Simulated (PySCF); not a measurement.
**Be (beryllium, neutral) across methods**

[He] 2p2, high-spin 3P determinant (an excited configuration). All numbers are calculated (PySCF 2.14, the spin-free X2C one-electron Hamiltonian (Gaussian nucleus), in dyall-acv3z).

```
   method  E (hartree)  mean ε 1s α (eV)  mean ε 1s β (eV)  mean ε 2p α (eV)  Σ⟨r²⟩ (bohr²)   ⟨S²⟩
BHandHLYP     -14.4207           -119.94           -119.64            -4.662          21.39  2.000
  LC-wPBE     -14.4006           -113.95           -113.55            -6.264          20.47  2.000
     BLYP     -14.4410           -108.36           -108.06            -3.197          21.22  2.000
   r2SCAN     -14.4293           -110.54           -110.20            -3.536          21.07  2.000
     PW91     -14.4321           -108.33           -107.90            -3.455          21.13  2.000
      UHF    -14.33879           -130.75           -130.44            -6.042          22.17  2.000
      LDA     -14.2307           -106.75           -106.35            -3.397          21.37  2.000
     PBE0     -14.4107           -113.94           -113.54            -4.165          21.22  2.000
      PBE     -14.4146           -108.13           -107.70            -3.426          21.19  2.000
```
